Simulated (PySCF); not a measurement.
These are PBE0-D3(BJ)/def2-TZVP (PySCF 2.14.0) values and carry that method's errors. Gas-phase values, no solvent. 

Reference species (SMILES): `N[C]N` (lower singlet) (neutral, multiplicity 1).

```yaml
dipole_moment: 2.90 D
```

Changed species: `B[C]N` (lower singlet) (X = boryl, multiplicity 1; the reference has X = amino, multiplicity 1).

Task: Predict the effect on the dipole moment.

Result: the dipole moment goes up by 1.45 D, to 4.35 D.
